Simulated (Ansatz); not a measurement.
Program: Ansatz. Geometries: PBE0-D4/def2-TZVP. ΔE: electronic, gas phase. CCSD(T)/CBS is the MP2 limit (def2-TZVPP, def2-QZVPP) plus CCSD(T) − MP2 in def2-TZVPP, frozen cores. DFT in def2-TZVPP. B3LYP here is the variant with VWN-RPA as its local correlation; programs differ in this. For Br, Ge, Se outer-core shells are correlated without core-valence functions, which leaves a few kJ/mol of doubt a bond. Scalar relativity is left out up to krypton. Each species was taken in one conformer, which may not be the lowest.

Reaction (redistribution): `[GeH3][SeH]` + `[NH2][AlH][Br]` → `[NH2][AlH][SeH]` + `[GeH3][Br]`

Q: Is it downhill or uphill in electronic energy at CCSD(T)/CBS, and by how much? (Estimate.)

A: Ansatz gave: Uphill: ΔE = +23.6 kJ/mol.

Q: What do these levels give: r2SCANh-D4, BHLYP-D4, PBE-QIDH, B3LYP, MP2/def2-QZVPP, MP2/CBS(def2)? (An estimate is asked.)

A: Ansatz gave: r2SCANh-D4 23.5, BHLYP-D4 23.6, PBE-QIDH 22.9, B3LYP 23.1, MP2/def2-QZVPP 24.2, MP2/CBS(def2) 24.3 kJ/mol.

Largest T1 diagnostic among the species: 0.010.

Leaving LDA and LC-ωPBE aside and taking each functional with its dispersion term where it has one, the values, not all of them listed here, spread over 1.9 kJ/mol, from PBE-D4 to r2SCAN0-D4.
